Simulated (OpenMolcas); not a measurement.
**Fe5+, Ru5+, Os5+: d3 down the group**

```yaml
Program: OpenMolcas
Method: SS-CASPT2, IPEA 0.25 Eh, imaginary shift 0.1 Eh
Basis: ANO-RCC-VQZP
Scalar_Hamiltonian: DKH2, point nucleus
Spin-orbit_coupling: RASSI with atomic mean-field integrals over the reference wave functions, term energies averaged over their components
```

Active space for each ion: 3 electrons in 5 orbitals (d); closed shells correlated by CASPT2: Fe5+ 3s 3p; Ru5+ 4s 4p; Os5+ 5s 5p.

Computed levels in cm-1 above 4F 3/2:

| Level | Fe5+ | Ru5+ | Os5+ |
| --- | --- | --- | --- |
| 4F 5/2 | 520 | 1384 | 6270 |
| 4F 7/2 | 1220 | 3060 | 11290 |
| 4F 9/2 | 2070 | 4880 | 14530 |
| 4P 1/2 | 19630 | 13810 | 17530 |
| 4P 5/2 | 20450 | 15890 | 25120 |
| 2G 7/2 | 20890 | 15670 | 22920 |
| 2G 9/2 | 21600 | 16670 | 36820 |
| 2P 1/2 | 28410 | 20870 | 30050 |
| 2H 9/2 | 28920 | 21870 | 23910 |
| weight of 4F in the lowest level (%) | 100 | 98 | 83 |

Mixed levels, with the weight of the term that names them: Ru5+ 2G 9/2 (74 %), Os5+ 4F 9/2 (57 %), Os5+ 4P 1/2 (72 %), Os5+ 2G 9/2 (57 %), Os5+ 2P 1/2 (72 %), Os5+ 2H 9/2 (57 %).

Measured, with the error of the calculation in %. Measured levels: Fe5+ from Corliss and Sugar, J. Phys. Chem. Ref. Data 11, 135 (1982); Os5+ from the list in Brasseur, Palmeri and Quinet, Atoms 13, 11 (2025).

```tsv
Level	Fe5+	Os5+
4F 5/2	511 (+1.7)	6397 (-2.0)
4F 7/2	1188 (+2.6)	11444 (-1.4)
4F 9/2	2001 (+3.7)	14678 (-1.0)
4P 1/2	18738 (+4.8)	16772 (+4.5)
4P 5/2	19611 (+4.3)	24828 (+1.2)
2G 7/2	20616 (+1.3)	22920 (0)
2G 9/2	21315 (+1.3)	37019 (-0.5)
2P 1/2	26496 (+7.2)	28860 (+4.1)
2H 9/2	28724 (+0.7)	24028 (-0.5)
```

The fine-structure level 4F 9/2 changes by a factor of 7.02 from Fe5+ to Os5+.

Without spin-orbit coupling 4P lies 18950, 12230, 11710 cm-1 above 4F in that order; the difference to the level 4P 1/2, of either sign, comes from spin-orbit coupling, which also lowers the zero.

Term energies are means over components that CASPT2 splits; among the terms shown or strongly mixed into the levels shown the widest spread is 920 cm-1 (3d3 2H, Fe5+). The CASPT2 spread within a term exceeds the gap to the next term for 3d3 2P and 3d3 2H, so the order of their levels is uncertain (figures for Fe5+; the like holds for Ru5+, Os5+). Computed and measured levels are paired by configuration, term and J; levels that our copy of the source lacks, or whose pairing is in doubt (as where it misses far off the trend of its configuration), stay unpaired and out of the deviations. Levels of configurations outside the active space are missing.
